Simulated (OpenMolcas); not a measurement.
## neutral lutetium: from CASSCF to CASPT2

| Quantity | Value |
| --- | --- |
| Program | OpenMolcas |
| Basis | ANO-R1 [7s5p4d2f] |
| Scalar Hamiltonian | X2C, finite nucleus |
| Active space | 3 electrons in 6 orbitals (5d 6s) |
| State averaging | 2S+1 = 2 even, 29 roots; 2S+1 = 4 even, 10 roots kept (CI in the orbitals of an earlier block) |
| Spin-orbit coupling | RASSI with atomic mean-field integrals over the reference wave functions, term energies averaged over their components |

Methods on the same reference wave functions:
A. CASSCF
B. SS-CASPT2, IPEA 0.25 Eh, imaginary shift 0.1 Eh (closed shells correlated: 5s 5p)
C. MS-CASPT2, IPEA 0.25 Eh, imaginary shift 0.1 Eh (closed shells correlated: 5s 5p)

Energies in cm⁻¹ above 5d 6s² ²D_3/2, the measured ground level; measured values from NIST Handbook of Basic Atomic Spectroscopic Data.

```json
{"Level": "5d 6s² ²D_3/2", "A": "0.0", "B": "0.0", "C": "0.0", "Measured": "0.0"}
{"Level": "5d 6s² ²D_5/2", "A": "1908", "B": "1908", "C": "1968", "Measured": "1994"}
{"Level": "5d² 6s ⁴F_3/2", "A": "15221", "B": "19620", "C": "19840", "Measured": "18851"}
{"Level": "5d² 6s ⁴F_5/2", "A": "15923", "B": "20340", "C": "20550", "Measured": "19403"}
{"Level": "5d² 6s ⁴F_7/2", "A": "16909", "B": "21360", "C": "21580", "Measured": "20247"}
{"Level": "5d² 6s ⁴F_9/2", "A": "18114", "B": "22570", "C": "22790", "Measured": "21242"}
{"Level": "5d² 6s ⁴P_1/2", "A": "22947", "B": "26110", "C": "26330", "Measured": "21472"}
{"Level": "5d² 6s ⁴P_3/2", "A": "23302", "B": "26390", "C": "26620", "Measured": "22468"}
{"Level": "5d² 6s ⁴P_5/2 [63 %]", "A": "23682", "B": "26380", "C": "26630", "Measured": ""}
{"Level": "5d² 6s ²D_3/2", "A": "27083", "B": "27950", "C": "28360", "Measured": "24518"}
{"Level": "5d² 6s ²G_9/2", "A": "29180", "B": "32600", "C": "32820", "Measured": "26671"}
{"Level": "5d² 6s ²P_1/2", "A": "30502", "B": "32200", "C": "32420", "Measured": "28793"}
```

Deviations, from unrounded energies. A percentage is the sum of absolute deviations over the sum of measured energies, with the sign that they share, or ± where signs differ.

| Against measurement | Levels | A | B | C |
| --- | --- | --- | --- | --- |
| mean absolute deviation (cm-1) | 10 | 2300 | 2600 | 2800 |
| fine structure of the ground term (%) | 1 | -4.3 | -4.3 | -1.3 |
| other configurations (%) | 9 | ±11.1 | +12.5 | +13.6 |

A lies closest to measurement on these levels and C furthest from it. The largest miss of A in the table is 5d² 6s ⁴F_3/2, by -3600 cm-1. The ranking rests on the paired levels alone, and a cruder setting can come out closer through cancelling errors.

Between B and C the level of the table that moves most is 5d² 6s ²D_3/2, by 420 cm-1 (lowest in B, highest in C). Moves below CASPT2's spread within the term are not significant.

The mean deviations of B to C differ by less than CASPT2's widest spread within a term (220 cm-1), so their order carries little weight.

The lowest spin-free term lies below A's lowest term by 0.161 hartree in B, 0.161 hartree in C.

Term energies are means over components that CASPT2 splits; among the terms shown or strongly mixed into the levels shown the widest spread is 220 cm-1 (5d² 6s ²G, C). Terms from blocks run as CI alone lack orbitals of their own. A single d shell beside an s shell can misplace configurations of different d count against each other. Without dynamic correlation excited terms often stand tens of per cent too high (terms of higher spin than the ground term too low), and those without a measured partner can miss by more than the paired ones (holds for A). The CASPT2 spread within a term exceeds the gap to the next term for 5d² 6s ²G and 5d² 6s ²P, so the order of their levels is uncertain (holds for C). Computed and measured levels are paired by configuration, term and J; levels that our copy of the source lacks, or whose pairing is in doubt (as where it misses far off the trend of its configuration), stay unpaired and out of the deviations. Levels of configurations outside the active space are missing. Levels that lie high or do not pair safely by name in every column are left out.

A share in square brackets marks a mixed level and gives the weight of the term that names it, the lowest over the columns.
